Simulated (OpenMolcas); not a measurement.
# Mo5+: moving or changing the point charges

Mo5+ among 6 point charges of -1.7 e arranged as a trigonal antiprism (D3d), 1.93 Å from the ion, with a polar angle of 48.2° against the regular 54.74°.
```
   0.0000    1.4380    1.2872  -1.70
  -1.2454   -0.7190    1.2872  -1.70
   1.2454   -0.7190    1.2872  -1.70
   0.0000   -1.4380   -1.2872  -1.70
   1.2454    0.7190   -1.2872  -1.70
  -1.2454    0.7190   -1.2872  -1.70
```

| Property | Result |
| --- | --- |
| Program | OpenMolcas 26.06 |
| Method | SS-CASPT2, IPEA 0.25 Eh, imaginary shift 0.1 Eh (closed shells correlated: 4s 4p) |
| Basis | ANO-RCC-VTZP [7s6p4d2f1g] |
| Scalar Hamiltonian | DKH2, point nucleus |
| Active space | 1 electron in 5 orbitals (4d) |
| State averaging | 2S+1 = 2 even, 5 roots |
| Spin-orbit coupling | state interaction with AMFI integrals over the reference wave functions |

Runs around this geometry, states (labels of D3, the rotations of D3d). Energies in cm-1 above the lowest state or level, χT in cm3 K/mol.

| R (Å) | q (e) | Polar angle / regular | Ground state | First state of that spin | First gap with spin-orbit (degeneracies) | χT at 300 K |
| --- | --- | --- | --- | --- | --- | --- |
| 1.93 | -1.7 | 0.81 | 2E | 2A1 12210 | 1800 (2, 2) | 0.157 |
| 1.93 | -0.85 | 0.88 | 2E | 2A1 3930 | 1710 (2, 2) | 0.149 |
| 1.78 | -1.7 | 0.88 | 2E | 2A1 8970 | 1590 (2, 2) | 0.132 |
| 1.93 | -1.7 | 0.88 | 2E | 2A1 7460 | 1680 (2, 2) | 0.139 |
| 2.03 | -1.7 | 0.88 | 2E | 2A1 6620 | 1720 (2, 2) | 0.144 |

Taking the first state of the same spin as R^-n, n = -ln(6620 / 8970) / ln(2.03 / 1.78) = 2.3 between the shortest and longest distance.

Scaling the charges by -0.85 / -1.7 = 0.50 scales the first state of the same spin by 3930 / 7460 = 0.53; with fixed orbitals a first-order splitting would follow the charge.

Roots that are degenerate in the reference are averaged as groups; the widest CASPT2 spread within a group is 93 cm-1 (the 2-fold group of multiplicity 2 near 18600 cm-1 above the lowest state of its run, R = 1.78, q = -1.7, ratio = 0.88). Shifts and gaps below about the spread of the groups concerned are not significant. An orbital doublet at a regular site is open to a Jahn-Teller distortion, which this geometry leaves out. Free-ion shares, where given, are those of the reference states; single-state CASPT2 does not remix them. Point charges carry no covalency, so the field is a model and not that of real ligands. No measured value stands beside these numbers.
